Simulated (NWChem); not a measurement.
CH3FOZn; SMILES [O](C)[Zn][F]

```xyz
7

Zn     0.3075    -0.4089     0.0000
F     -0.1044    -2.0938     0.0000
O      0.8802     1.2569     0.0000
C      0.0885     2.4006     0.0000
H     -0.5656     2.4891     0.8917
H      0.7428     3.2915     0.0000
H     -0.5656     2.4891    -0.8917
```
Atoms are numbered in this order, from 1.

Results from NWChem. Pople sets run with spherical d functions. The geometry was optimised at PBE0/def2-SVP. B3LYP is NWChem's, with the RPA form of VWN correlation. Vzz is the largest principal value of the second derivative of the potential at the nucleus (NWChem prints the opposite sign); η is the asymmetry. Non-relativistic.

```
level             Vzz Zn1 (a.u.)  η Zn1  Vzz O3 (a.u.)  η O3
----------------  --------------  -----  -------------  ----
CAM-B3LYP/6-31G*             ___   0.24            ___  0.56
B3LYP/6-31G*              -0.971   0.27          1.581  0.60
B3LYP/def2-TZVP           -2.108   0.16          1.650  0.59
```

### Question
Complete the blanks.

### Answer

- CAM-B3LYP/6-31G*, Vzz Zn1 (a.u.): -1.083
- CAM-B3LYP/6-31G*, Vzz O3 (a.u.): 1.598
